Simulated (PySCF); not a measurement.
Al(Me)2(SH) (C2H7AlS), SMILES [Al]([CH3])([CH3])[SH].

Geometry: PBE-D3(BJ)/def2-SVP. A frequency run showed that this geometry is not a minimum. One conformer was computed; it need not be the lowest.

The numbers are results of PBE-D3(BJ)/def2-SVP run with PySCF, not measurements.

Frequencies are harmonic and unscaled.

| mode | ν (cm⁻¹) | IR (km/mol) | moving atoms (share of kinetic energy) |
|---|---|---|---|
| 1 | 37i | 0.0 | H 98 % |
| 2 | 54 | 0.0 | H 97 % |
| 3 | 142 | 6.2 | C 34 %, S 24 %, H 23 %, Al 19 % |
| 4 | 152 | 2.5 | C 44 %, H 35 %, S 13 %, Al 8 % |
| 5 | 170 | 5.3 | Al 55 %, H 29 %, C 12 % |
| 6 | 286 | 17.8 | H 96 % |
| 7 | 423 | 12.4 | S 43 %, C 28 %, Al 18 %, H 11 % |
| 8 | 561 | 6.3 | H 80 %, C 13 % |
| 9 | 564 | 0.3 | H 84 %, C 15 % |
| 10 | 589 | 24.2 | C 38 %, H 35 %, Al 21 % |
| 11 | 624 | 6.6 | H 60 %, C 28 %, Al 9 % |
| 12 | 662 | 61.9 | H 70 %, C 20 %, Al 10 % |
| 13 | 711 | 99.3 | H 43 %, Al 34 %, C 22 % |
| 14 | 727 | 150.4 | H 54 %, Al 23 %, C 22 % |
| 15 | 1163 | 23.7 | H 79 %, C 20 % |
| 16 | 1164 | 17.3 | H 80 %, C 20 % |
| 17 | 1373 | 0.7 | H 96 % |
| 18 | 1376 | 0.8 | H 95 % |
| 19 | 1376 | 0.3 | H 95 % |
| 20 | 1378 | 4.1 | H 95 % |
| 21 | 2616 | 1.5 | H 97 % |
| 22 | 2962 | 3.1 | H 97 % |
| 23 | 2963 | 1.6 | H 97 % |
| 24 | 3049 | 4.2 | H 91 %, C 9 % |
| 25 | 3054 | 3.1 | H 91 %, C 9 % |
| 26 | 3068 | 6.2 | H 91 %, C 9 % |
| 27 | 3075 | 3.8 | H 91 %, C 9 % |
